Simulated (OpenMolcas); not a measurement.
A calculation on Sn I.

```json
{"Program": "OpenMolcas", "Method": "CASSCF", "Basis": "ANO-RCC-VQZP [8s7p5d3f2g]", "Scalar Hamiltonian": "DKH2, point nucleus", "Active space": "4 electrons in 4 orbitals (5s 5p)", "State averaging": "2S+1 = 3 even, 3 roots; 2S+1 = 1 even, 6 roots kept (CI in the orbitals of an earlier block); 2S+1 = 5 odd, 1 root; 2S+1 = 3 odd, 5 roots kept (CI in the orbitals of an earlier block, 0 in the spin-orbit step)", "Spin-orbit coupling": "state interaction with AMFI integrals over the reference wave functions, term energies averaged over their components"}
```

**Question.** Which level of the active space comes out lowest?

**Answer.** 5s2 5p2 3P0, with 97 % of that term; it is also the measured ground level.

**Question.** How high does 5s2 5p2 3P1 lie?

**Answer.** 1473 cm-1 above the lowest level; measured 1692 cm-1 above the ground level, so the calculation is off by -13 %.

**Question.** How high does 5s2 5p2 1S0 lie?

**Answer.** 17754 cm-1 above the lowest level; measured 17162 cm-1 above the ground level, so the calculation is off by +3 %.

**Question.** How high does 5s2 5p2 1D2 lie?

**Answer.** 10604 cm-1 above the lowest level; measured 8613 cm-1 above the ground level, so the calculation is off by +23 %.

**Question.** The level at 3186 cm-1 has J = 2. What is it made of, and what is its g factor?

**Answer.** 96 % 5s2 5p2 3P2, 4 % 5s2 5p2 1D; g = 1.482, against 1.501 from Landé's formula for the pure leading term.

Measured values: NIST Handbook of Basic Atomic Spectroscopic Data.

Some high roots are left out of the spin-orbit mixing, which shifts the levels that they would mix with. Terms from blocks run as CI alone lack orbitals of their own. Measured partners are found by configuration, term and J. A level has none where our copy of the source lacks it or the pairing is in doubt (some pairs that miss far off the trend of their configuration count as doubtful), and it then counts in no deviation. Levels of configurations outside the active space are missing.
